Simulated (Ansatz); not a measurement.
Input file for C2H7BSSi (`[SiH3]B1CSC1`):

```yaml
crystal:
  periodic: [false, false, false]
  atoms:
    - {symbol: Si, position_ang: [-1.607804, -0.924856, 0.483743]}
    - {symbol: B, position_ang: [0.088927, 0.039365, -0.043424]}
    - {symbol: C, position_ang: [1.158972, 0.761082, 0.861183]}
    - {symbol: S, position_ang: [2.122243, 1.197836, -0.630302]}
    - {symbol: C, position_ang: [0.750569, 0.306916, -1.445926]}
    - {symbol: H, position_ang: [-2.514684, 0.017557, 1.200838]}
    - {symbol: H, position_ang: [-2.349719, -1.494515, -0.674300]}
    - {symbol: H, position_ang: [-1.283477, -2.036607, 1.423516]}
    - {symbol: H, position_ang: [0.793042, 1.626415, 1.422559]}
    - {symbol: H, position_ang: [1.694797, 0.113934, 1.562555]}
    - {symbol: H, position_ang: [1.062306, -0.587225, -1.995251]}
    - {symbol: H, position_ang: [0.161729, 0.924999, -2.131292]}
basis:
  gaussian: {orbitals: def2-TZVPP}
correlation: {method: ccsd_t}
output: {orbitals: {seedname: orbitals}}
```

```sh
$ ansatz run in.yaml --threads 4 --pin off --events-out ev --progress --plain --max-ram 10444MiB
```

Output of Ansatz, abridged:

```
Functional definition: HF
1592 factors; integrals over basis functions are off by at most 7.6e-4 eV
mean field evaluation 1: about -21520.1488 eV, gradient 3.0e1 eV
mean field evaluation 2: about -21520.4234 eV, gradient 3.0e1 eV
mean field evaluation 4: about -21523.4760 eV, gradient 4.6e0 eV
mean field evaluation 8: about -21523.5569 eV, gradient 1.9e-1 eV
mean field -21523.55724227 eV, -790.9761394622 hartree, gradient 3.8e-6 eV, S^2 0.000000; 0 other end points of the search recorded, 0 dependent functions left out
13 core orbitals not correlated: weight in the atoms' cores, before any rotation towards them, 1.000 or more for the frozen orbitals, at most 0.000 for the correlated occupied ones
reference -21523.55724227 eV, -790.9761394622 hartree; 14, 14 occupied and 248, 248 virtual orbitals, 1592 factors
second order -19.83908417 eV of doubles, -0.00000000 eV of singles
cycle   1  -20.88803407 eV  change    -1.0e0 eV  update   1.0e-1
cycle   2  -21.49311284 eV  change   -6.1e-1 eV  update   3.1e-2
cycle   3  -21.58083684 eV  change   -8.8e-2 eV  update   1.4e-2
cycle   4  -21.57272670 eV  change    8.1e-3 eV  update   3.8e-3
cycle   5  -21.57222149 eV  change    5.1e-4 eV  update   1.6e-3
cycle   6  -21.57196095 eV  change    2.6e-4 eV  update   5.3e-4
cycle   7  -21.57178194 eV  change    1.8e-4 eV  update   2.5e-4
cycle   8  -21.57182670 eV  change   -4.5e-5 eV  update   1.2e-4
cycle   9  -21.57184794 eV  change   -2.1e-5 eV  update   6.4e-5
cycle  10  -21.57181473 eV  change    3.3e-5 eV  update   3.3e-5
perturbative correction -0.95793269 eV, -0.0352033772 hartree
Total energy: -21546.08698969 eV, -791.8040924089 hartree
```

It took 2.9 min on 4 threads of a server CPU on a shared host, with 7.1 GiB of host memory at the peak.

Correlation energy per correlated electron: -0.805 eV. T1 diagnostic: 0.0125.
